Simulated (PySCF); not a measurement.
Run record: EPR job, `O=c1c[c]scc1` [radical].

Method: UKS B3LYP, pcH-1 on C H O S, non-relativistic, mean-field spin-orbit, GIAO (PySCF 2.14.0). Geometry: GFN2-xTB. The input is one job of a driver script: a line of settings, then coordinates in Å.

Input:
```
{"job": {"kind": "epr", "basis": "pcH-1"}, "charge": 0, "multiplicity": 2}
O     -1.379416    -1.616230    -0.900628
C     -0.734970    -0.725555    -0.383586
C     -1.392165     0.289257     0.475137
C     -0.756367     1.277344     1.063357
S      0.879828     1.664026     1.025416
C      1.459111     0.394754     0.000433
C      0.701313    -0.565228    -0.546118
H     -2.457446     0.150220     0.582580
H      2.523762     0.449430    -0.164106
H      1.165232    -1.313363    -1.175014
```

Output:
```
UKS, coarse grid
  cycle   1  E = -665.49662082  |g| = 6.38e-01
  cycle   2  E = -662.53457206  |g| = 2.08e+00
  cycle   3  E = -665.55436830  |g| = 4.30e-01
  cycle   4  E = -665.65211896  |g| = 1.59e-01
  cycle   5  E = -665.65710348  |g| = 1.16e-01
  cycle   6  E = -665.66368521  |g| = 2.79e-02
  cycle   7  E = -665.66412768  |g| = 8.16e-03
  cycle   8  E = -665.66416800  |g| = 3.63e-03
  cycle   9  E = -665.66417893  |g| = 1.99e-03
  cycle  10  E = -665.66418390  |g| = 9.72e-04
UKS, final grid
  cycle   1  E = -665.66416777  |g| = 1.44e-03
  cycle   2  E = -665.66416475  |g| = 3.10e-03
  cycle   3  E = -665.66416914  |g| = 5.01e-04
  cycle   4  E = -665.66416929  |g| = 2.53e-04
  cycle   5  E = -665.66416943  |g| = 1.68e-04
  cycle   6  E = -665.66416946  |g| = 3.77e-05
  cycle   7  E = -665.66416946  |g| = 2.00e-05
E = -665.66416946 Eh   <S^2> = 0.7574 (exact 0.7500)
g shifts (ppm)      1          2          3
  rmc          -180       -180       -180
  gc              4         32        -35
  oz_so        -396       -268       3536
  total        -572       -416       3321
hyperfine (MHz)  atom isotope    a_iso     a_fc   dipolar eigenvalues
    0   17O      -3.62      -3.47    -22.79      9.45     13.34
    1   13C      39.01      39.01     -7.86     -7.41     15.28
    2   13C     -26.41     -26.37    -17.94     -1.63     19.57
    3   13C     403.16     403.17    -69.84    -54.02    123.86
    4   33S      60.97      60.92     -4.14     -2.17      6.31
    5   13C      50.53      50.52     -6.03     -5.54     11.57
    6   13C       2.26       2.28     -3.04     -0.34      3.37
    7    1H      93.23      93.25     -6.89     -4.89     11.78
    8    1H      45.39      45.39     -3.24     -1.52      4.76
    9    1H      14.01      14.02     -1.97     -0.33      2.30
```

rmc, gc and oz_so are the mass-correction, gauge-correction and orbital-Zeeman/spin–orbit parts of the g shift along its three principal axes; a_iso is the isotropic hyperfine coupling and a_fc its Fermi-contact part. The program numbers atoms from 0.

**Question.** How far is ⟨S²⟩ from the pure-spin value?

**Answer.** S = 0.5 gives S(S+1) = 0.75; the run has 0.7574, 0.0074 more.

**Question.** Get g_iso from the total shifts.

**Answer.** Their mean is 778 ppm; added to g_e = 2.002319 it gives 2.00310.

Summary of the converged run: ⟨S²⟩ 0.757; g_iso 2.0031.

The structure is a single GFN2-xTB conformer in the gas phase; no vibrational or solvent corrections.

**Question.** How long does this job take on an x86-64 server with one thread, on a shared host?

**Answer.** About 30 s.
Labels such as C1 count atoms from 1, the log's own numbers from 0.
